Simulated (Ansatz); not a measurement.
Computed with Ansatz on PBE0-D4/def2-TZVP structures; ΔE is electronic, products minus reactants. CBS: MP2 limit from def2 TZ/QZ plus the TZ coupled-cluster correction, frozen cores. One conformer a species, not always the lowest.

`CCCCCCCCCCO` + `C[SiH](O)F` → `CCO[SiH](C)F` + `CCCCCCCCO`  (substitution at a C–C bond)

```tsv
species	SCS-MP2/def2-TZVPP energy (Eh)
`CCCCCCCCCCO`	-468.53300
`C[SiH](O)F`	-505.04684
`CCO[SiH](C)F`	-583.47725
`CCCCCCCCO`	-390.08766
```

**Question.** Work out ΔE.

**Answer.** ΔE = (-583.47725) + (-390.08766) − (-468.53300) − (-505.04684) = 0.01493 Eh = +39.2 kJ/mol. CCSD(T)/CBS gives +41.7 kJ/mol.

Largest T1 diagnostic among the species: 0.011.

In def2-TZVPP, CCSD(T) changes the Hartree–Fock value by +25.4 kJ/mol (the triples alone add +2.5 kJ/mol) and MP2 by +32.1 kJ/mol. The D4 term adds +9.4 kJ/mol with B3LYP and +6.1 kJ/mol with PBE0; it sums over pairs of atoms, weighted by their polarisabilities, and B3LYP, whose exchange is more repulsive, gets the larger term.

B3LYP here is the variant with VWN-RPA as its local correlation; programs differ in this.
